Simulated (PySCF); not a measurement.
**Cr (chromium, neutral): UHF calculation**

Configuration: [Ar] 3d5 4s1, high-spin 7S determinant. Computed with PySCF 2.14 in x2c-TZVPall (6s5p4d1f, 48 functions), with scalar relativity by spin-free X2C-1e.

| Property | Result |
| --- | --- |
| Total energy | -1049.643516 hartree |
| One-electron energy | -1447.7557 hartree |
| Hartree (Coulomb) energy | 446.2988 hartree |
| Exchange energy | -48.1867 hartree |
| ⟨S²⟩ | 12.0001 |
| ⟨L²⟩ | 0.000 |
| Sum of ⟨r⟩ | 20.44 bohr |
| Sum of ⟨r²⟩ | 37.34 bohr² |
| Langevin diamagnetic susceptibility | -29.6 ×10⁻⁶ cm³/mol |
| Time after the integrals | 0.12 s of wall time on 1 thread of Neoverse-V2 (shared host) |

| shell | electrons | mean orbital energy (eV) | rms radius, mean of both spins (bohr) |
| --- | --- | --- | --- |
| 1s α | 1 | -6042.0 | 0.0734 |
| 1s β | 1 | -6041.9 | 0.0734 |
| 2s α | 1 | -724.14 | 0.316 |
| 2s β | 1 | -721.48 | 0.316 |
| 2p α | 3 | -605.42 | 0.287 |
| 2p β | 3 | -602.80 | 0.287 |
| 3s α | 1 | -95.647 | 0.971 |
| 3s β | 1 | -86.261 | 0.971 |
| 3p α | 3 | -61.843 | 1.06 |
| 3p β | 3 | -50.451 | 1.06 |
| 3d α | 5 | -9.977 | 1.60 |
| 4s α | 1 | -6.169 | 3.90 |

Densities and radii are taken from the X2C orbitals without a picture-change correction, which distorts them close to the nucleus.
